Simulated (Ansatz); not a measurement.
Born–Oppenheimer molecular dynamics of Cl₂Ge₂H₄ (8 atoms, charge 0, multiplicity 1). It starts from a relaxed structure.

The calculation used RKS B3LYP/def2-SVP in Ansatz 0.2.0.

| Quantity | Value |
| --- | --- |
| ensemble | NVE (velocity Verlet) |
| time step | 0.5 fs |
| steps asked | 150 |
| starting velocities drawn for | 1000 K |
| masses | H 3.016 u |
| seed | 76397 |

Frames 2.5 fs apart, positions in Å, forces in eV/Å.

Velocities at 25 fs (Å/ps):

```
Ge -0.83 1.91 0.76
Ge 2.61 -0.17 1.07
H -1.22 1.21 -2.64
H -19.95 -7.69 -26.95
H -20.01 -2.39 -17.58
Cl 2.69 -1.44 1.46
Cl -2.45 -0.61 -1.57
H -4.51 -9.15 4.36
```

```xyz
8
Properties=species:S:1:pos:R:3:forces:R:3 time_fs=25 energy_less_start_eV=0.372 T=520
Ge -0.002 0.001 0.007 -0.70 -0.20 0.56
Ge 0.044 0.014 2.401 0.22 -0.99 1.57
H -1.448 -0.212 2.749 0.04 0.10 0.17
H 0.849 -1.232 2.999 -0.46 0.26 -0.67
H 0.688 1.047 3.362 -0.24 0.44 -0.59
Cl 1.994 0.174 -0.619 1.39 0.20 -0.73
Cl -1.251 1.581 -0.743 -0.19 0.47 -0.22
H -0.599 -1.276 -0.570 -0.06 -0.29 -0.10
8
Properties=species:S:1:pos:R:3:forces:R:3 time_fs=27.5 energy_less_start_eV=0.293 T=622
Ge -0.004 0.006 0.009 -0.75 -0.53 0.43
Ge 0.051 0.013 2.404 -0.66 -1.20 0.67
H -1.451 -0.208 2.744 0.11 0.11 0.13
H 0.795 -1.250 2.926 -0.09 -0.07 -0.34
H 0.637 1.047 3.314 0.22 0.96 0.02
Cl 2.002 0.171 -0.616 1.23 0.19 -0.69
Cl -1.257 1.580 -0.747 -0.18 0.46 -0.23
H -0.611 -1.301 -0.560 0.11 0.08 0.03
8
Properties=species:S:1:pos:R:3:forces:R:3 time_fs=30 energy_less_start_eV=0.287 T=630
Ge -0.007 0.010 0.012 -0.73 -0.77 0.30
Ge 0.056 0.011 2.408 -1.43 -1.20 -0.14
H -1.451 -0.202 2.741 0.14 0.11 0.10
H 0.740 -1.269 2.846 0.30 -0.47 0.00
H 0.591 1.066 3.266 0.59 1.37 0.51
Cl 2.012 0.168 -0.614 1.02 0.17 -0.64
Cl -1.263 1.580 -0.752 -0.15 0.43 -0.25
H -0.620 -1.324 -0.549 0.24 0.37 0.11
8
Properties=species:S:1:pos:R:3:forces:R:3 time_fs=32.5 energy_less_start_eV=0.286 T=631
Ge -0.011 0.014 0.014 -0.63 -0.87 0.20
Ge 0.061 0.009 2.412 -1.75 -0.83 -0.45
H -1.449 -0.194 2.741 0.12 0.10 0.09
H 0.691 -1.297 2.766 0.59 -0.73 0.26
H 0.555 1.111 3.228 0.69 1.26 0.58
Cl 2.023 0.165 -0.613 0.78 0.15 -0.57
Cl -1.270 1.580 -0.757 -0.12 0.39 -0.25
H -0.624 -1.340 -0.536 0.31 0.54 0.14
8
Properties=species:S:1:pos:R:3:forces:R:3 time_fs=35 energy_less_start_eV=0.261 T=664
Ge -0.015 0.017 0.017 -0.44 -0.81 0.12
Ge 0.065 0.005 2.415 -1.59 -0.25 -0.27
H -1.444 -0.183 2.742 0.06 0.08 0.11
H 0.653 -1.340 2.691 0.68 -0.62 0.40
H 0.534 1.181 3.201 0.55 0.57 0.27
Cl 2.036 0.162 -0.613 0.51 0.13 -0.48
Cl -1.277 1.581 -0.762 -0.08 0.34 -0.25
H -0.623 -1.345 -0.520 0.31 0.55 0.10
8
Properties=species:S:1:pos:R:3:forces:R:3 time_fs=37.5 energy_less_start_eV=0.269 T=654
Ge -0.019 0.019 0.020 -0.17 -0.59 0.08
Ge 0.067 0.001 2.418 -1.17 0.19 0.05
H -1.438 -0.172 2.746 -0.02 0.05 0.14
H 0.628 -1.394 2.624 0.58 -0.14 0.46
H 0.523 1.262 3.179 0.35 -0.31 -0.11
Cl 2.050 0.160 -0.614 0.23 0.11 -0.39
Cl -1.284 1.583 -0.768 -0.03 0.28 -0.24
H -0.615 -1.340 -0.503 0.23 0.41 0.01
8
Properties=species:S:1:pos:R:3:forces:R:3 time_fs=40 energy_less_start_eV=0.350 T=550
Ge -0.024 0.020 0.023 0.14 -0.24 0.08
Ge 0.068 -0.002 2.421 -0.77 0.35 0.23
H -1.432 -0.159 2.752 -0.09 0.02 0.18
H 0.616 -1.450 2.566 0.42 0.44 0.50
H 0.519 1.337 3.155 0.21 -1.01 -0.35
Cl 2.064 0.158 -0.616 -0.03 0.09 -0.30
Cl -1.292 1.585 -0.774 0.02 0.21 -0.21
H -0.602 -1.327 -0.485 0.10 0.14 -0.13
8
Properties=species:S:1:pos:R:3:forces:R:3 time_fs=42.5 energy_less_start_eV=0.469 T=396
Ge -0.029 0.022 0.026 0.45 0.15 0.09
Ge 0.068 -0.005 2.425 -0.49 0.34 0.23
H -1.428 -0.146 2.763 -0.13 -0.01 0.21
H 0.611 -1.498 2.518 0.28 0.92 0.55
H 0.520 1.393 3.124 0.15 -1.43 -0.43
Cl 2.079 0.156 -0.618 -0.28 0.08 -0.21
Cl -1.299 1.588 -0.781 0.07 0.14 -0.18
H -0.588 -1.311 -0.470 -0.05 -0.20 -0.28
8
Properties=species:S:1:pos:R:3:forces:R:3 time_fs=45 energy_less_start_eV=0.559 T=280
Ge -0.033 0.024 0.030 0.69 0.48 0.08
Ge 0.068 -0.008 2.428 -0.38 0.26 0.12
H -1.427 -0.133 2.777 -0.11 -0.04 0.22
H 0.612 -1.528 2.481 0.19 1.19 0.61
H 0.524 1.420 3.085 0.15 -1.56 -0.37
Cl 2.092 0.154 -0.621 -0.50 0.07 -0.12
Cl -1.306 1.590 -0.787 0.13 0.06 -0.14
H -0.575 -1.299 -0.460 -0.18 -0.47 -0.41
8
Properties=species:S:1:pos:R:3:forces:R:3 time_fs=47.5 energy_less_start_eV=0.572 T=263
Ge -0.036 0.026 0.033 0.81 0.60 0.00
Ge 0.068 -0.011 2.432 -0.44 0.12 -0.06
H -1.427 -0.120 2.796 -0.04 -0.07 0.21
H 0.618 -1.535 2.456 0.17 1.24 0.65
H 0.531 1.417 3.039 0.22 -1.41 -0.21
Cl 2.105 0.152 -0.624 -0.69 0.07 -0.04
Cl -1.313 1.593 -0.795 0.19 -0.01 -0.10
H -0.565 -1.296 -0.459 -0.22 -0.54 -0.46
8
Properties=species:S:1:pos:R:3:forces:R:3 time_fs=50 energy_less_start_eV=0.514 T=337
Ge -0.039 0.028 0.036 0.80 0.47 -0.17
Ge 0.067 -0.014 2.435 -0.66 -0.10 -0.28
H -1.429 -0.110 2.819 0.05 -0.09 0.17
H 0.626 -1.517 2.444 0.20 1.08 0.68
H 0.543 1.386 2.988 0.37 -0.98 0.03
Cl 2.117 0.151 -0.626 -0.84 0.08 0.04
Cl -1.319 1.596 -0.802 0.25 -0.08 -0.06
H -0.559 -1.304 -0.466 -0.17 -0.38 -0.41
8
Properties=species:S:1:pos:R:3:forces:R:3 time_fs=52.5 energy_less_start_eV=0.446 T=426
Ge -0.041 0.031 0.039 0.70 0.16 -0.42
Ge 0.066 -0.017 2.438 -1.03 -0.38 -0.54
H -1.429 -0.100 2.845 0.15 -0.09 0.13
H 0.639 -1.478 2.446 0.30 0.67 0.67
H 0.562 1.336 2.938 0.60 -0.24 0.35
Cl 2.127 0.149 -0.629 -0.96 0.08 0.11
Cl -1.325 1.599 -0.809 0.30 -0.14 -0.02
H -0.557 -1.319 -0.481 -0.06 -0.06 -0.28
```

Of the whole run (75 fs, mean temperature of the second half 477 K): The conserved energy stayed within 0.081 meV per atom of its start (net change 0.062 meV per atom), so the integration is sound. Over the second half the temperature averaged 0.48 of the 1000 K drawn at the start: a run that starts near a minimum puts about half its kinetic energy into the potential. A run of 0.075 ps of so small a system gives no equilibrium averages.

Run time: 8 min on 2 threads of Arm Neoverse V2, with other jobs on the host, peak memory 0.34 GiB.
